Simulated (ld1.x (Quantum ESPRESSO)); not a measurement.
Ranking TM potentials for Nd

All share these settings but for the change named:

| Quantity | Value |
| --- | --- |
| Element | Nd |
| Generator | ld1.x (Quantum ESPRESSO) 7.5 |
| Type | norm-conserving Troullier–Martins (Kleinman–Bylander form) |
| Functional | PBE |
| Relativity | scalar-relativistic |
| Frozen core | [Kr] 4d10 4f3 |
| Valence charge | 11 |
| Reference configuration | 5s2 5p6 5d0 6s0 6p0 (charge +3) |
| Partial waves | 5p (bound): rc 1.70 bohr; 5d (bound, empty): rc 2.95 bohr; 5s (bound): rc 1.85 bohr |
| Local potential | the s channel |
| Core correction | Bessel-smoothed model core inside 0.80 bohr |

Test errors are all-electron minus pseudo excitation energies from the reference, over 5s2 5p6 5d1 6s2 6p0; 5s2 5p6 5d1 6s1 6p0; 5s2 5p6 5d1 6s0 6p0; 5s2 5p6 5d2 6s1 6p0; 5s2 5p6 5d1 6s1.5 6p0; 5s2 5p6 5d1.5 6s1.5 6p0; 5s2 5p6 5d0 6s2 6p0. None of these files shows a bound ghost.

The base gives 533.6 meV.

Of 8 variants that were run, those that failed, showed a ghost or another fault, or gave nearly equal values are left out.

A variant can come out equal or close to the base, since the largest error may sit in a test that the change hardly touches while other tests move.

Task: Rank these variants by their largest absolute test error, smallest first.
A. wave 5s (bound): rc 1.85 bohr becomes 5s (bound): rc 2.28 bohr
B. wave 5d (bound): rc 2.95 bohr becomes 5d (bound): rc 2.18 bohr
C. all radii but the core radius scaled by about 1.15 (s 2.14, p 1.96, d 3.40 bohr)

Result: B (533.6 meV), C (1636.9 meV), A (2592.0 meV).
